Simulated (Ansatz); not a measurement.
Species: GeH2, charge 0, triplet. This triplet is an excited state, 1.0 eV above the singlet at CCSD(T)/cc-pV5Z (Ansatz, a first-principles code). GeH2 (SMILES [GeH2], triplet).
B3LYP-D3(BJ)/def2-TZVP minimum from Ansatz:
```
Ge
H 1 1.5473
H 1 1.5473 2 119.66
```
Charge 0, spin multiplicity 3.

Hartree-Fock and CCSD(T) correlation energies in hartree (Ansatz). Open shells are spin-unrestricted; no spin-orbit coupling. Correlated methods leave the cores frozen (noble-gas shells, and filled d and f shells in the p block). No relativity. The spin of H2Ge ([GeH2], triplet) was assumed, and the state is the lowest solution found for it.

```tsv
basis	X	E(HF)	E(corr, CCSD(T))
cc-pVTZ	3	-2076.50151	-0.10975
cc-pVQZ	4	-2076.50492	-0.11470
cc-pV5Z	5	-2076.50529	withheld
```

Fit E(corr) = E∞ + A/X³ to X = 3 and 4, predict X = 5, and compare with the run.

A = (-0.10975 - (-0.11470))/(1/27 - 1/64) = 0.2312; E∞ = -0.11470 - A/64 = -0.11831; at X = 5, E∞ + A/125 = -0.11646. The run gave -0.11629, 0.17 mEh above the prediction. The same form on X = 4 and 5 gives E∞ = -0.11796, 0.35 mEh above the first estimate.
